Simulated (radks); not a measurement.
Results of a calculation; reference values are marked as such.
Q: Ionisation of neutral osmium, [Xe] 4f14 5d6 6s2, to Os+, [Xe] 4f14 5d6 6s1, under several functionals. Scalar-relativistic Kohn-Sham, spin-polarised, spherical densities, point nucleus; open shells are filled with parallel spins first (spin-orbit coupling, left out, can overturn this in heavy ions); a radial shooting solver on a logarithmic mesh with Libxc functionals. The NIST Atomic Spectra Database gives 8.438 eV (measured). Rank these functionals by the error of their Delta-SCF ionisation energy: PBEsol; XLYP; HCTH/407; LDA (Slater exchange, Perdew-Zunger correlation); Wu-Cohen GGA; OLYP.

A: From best to worst: HCTH/407 8.413 eV (-0.025); PBEsol 8.405 eV (-0.033); Wu-Cohen GGA 8.365 eV (-0.073); XLYP 8.705 eV (+0.266); OLYP 8.105 eV (-0.334); LDA (Slater exchange, Perdew-Zunger correlation) 8.918 eV (+0.480). Open shells are spherical and high-spin; term and fine-structure splittings are not resolved. Spin-orbit splitting is averaged out at the scalar-relativistic level.
